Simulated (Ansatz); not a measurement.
The cluster Pd₂H₃, relaxed as a doublet with UKS PBE0-D4/def2-TZVP in Ansatz, starting from the GFN2-xTB geometry. Force threshold 0.02 eV/Å.

In the def2 sets Pd takes a core potential; there is no spin–orbit coupling. Another isomer (doublet) lies 0.21 eV lower at PBE0-D4/def2-TZVP; other spin states weren't run for this one.

Start:

```xyz
5

Pd    1.147    0.719   -1.203
Pd   -0.432   -0.285    0.525
H     1.951    0.791    0.037
H    -1.548   -0.928    1.419
H    -1.118   -0.296   -0.779
```

**Question.** Estimate the energy that the relaxation releases and the steps that it takes.

**Answer.** 20.4 kcal/mol, in 8 steps; 13 s on 4 threads of Intel Xeon 6975P-C on a shared host. No frequencies were taken in this run, so the end may be a saddle point.

**Question.** Does the start keep its bonding and symmetry?

**Answer.** Bonds formed: Pd1–H5, Pd2–H3 (atoms count from 1). Point group Cs at the start, Cs at the end, both within 0.05 Å.

**Question.** Predict the relaxed structure.

**Answer.** 
Cartesian coordinates in Å:
```
Pd 0.833 0.632 -1.403
Pd -0.148 -0.250 0.912
H 1.421 0.564 0.085
H -1.566 -0.859 1.053
H -0.540 -0.087 -0.647
```
Bond lengths (bridged metal pairs left out): 5 × H–Pd 1.55 to 1.95 Å.
